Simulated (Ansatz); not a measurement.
C2H6FNSi (`CN(C)[Si]F`). The species carries charge 0 and has multiplicity 1. The geometry is a stationary point of PBE0-D4/def2-TZVP. It is one conformer, not always the lowest.

```xyz
11

C    -0.258    1.365   -0.169
N     0.294    0.029   -0.207
C    -0.466   -0.937    0.552
Si    1.723   -0.236   -1.109
F     1.930   -1.827   -0.849
H     0.362    2.045   -0.761
H    -0.299    1.748    0.857
H    -1.274    1.386   -0.580
H    -0.521   -0.646    1.608
H     0.000   -1.919    0.485
H    -1.492   -1.009    0.173
```

Question: What is the dipole moment at PBE/def2-TZVPP? (Best estimate.)

Answer: Ansatz gave: 2.58 D, with components (-2.04, 1.13, 1.10) D in this frame, pointing from negative to positive charge.

Question: And with r2SCAN, B3LYP, ωB97M-V? (Estimate.)

Answer: The calculation gave: r2SCAN 2.66 D, B3LYP 2.51 D, ωB97M-V 2.39 D.

Question: Give the Mulliken charges with PBE, ωB97M-V, r2SCAN in def2-TZVPP. (Best estimate.)

Answer: The calculation gave: 
```tsv
atom	PBE	ωB97M-V	r2SCAN
C1	-0.17	-0.22	-0.04
N2	-0.09	-0.17	-0.19
C3	-0.20	-0.24	-0.08
Si4	0.20	0.28	0.29
F5	-0.29	-0.32	-0.33
H6	0.09	0.11	0.06
H7	0.09	0.11	0.05
H8	0.09	0.11	0.05
H9	0.09	0.11	0.05
H10	0.10	0.12	0.07
H11	0.09	0.11	0.05
```

B3LYP here is the variant with VWN-RPA as its local correlation; programs differ in this.
